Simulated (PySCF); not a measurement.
Si(H)(Cl)(Me)(NH2) (CH6ClNSi), SMILES N[SiH](C)Cl.

Geometry: B3LYP-D3(BJ)/def2-SVP. One conformer was computed; it need not be the lowest.

Two levels are set side by side: PBE/def2-TZVP (PySCF) and r2SCAN/def2-TZVP (PySCF). Same geometry, gas phase. Differences are taken from unrounded values.

```csv
quantity,r2SCAN,PBE,PBE minus r2SCAN
orbital gap (eV),7.21,6.27,-0.94
highest occupied level (eV),-6.71,-6.39,0.32
lowest empty level (eV),0.50,-0.12,-0.62
dipole moment (D),2.01,1.98,-0.03
mean polarisability (bohr³),56.8,58.7,1.8
```

Rough cost on one machine, each run with all the roots and properties that it gave: r2SCAN against PBE about 3 times.
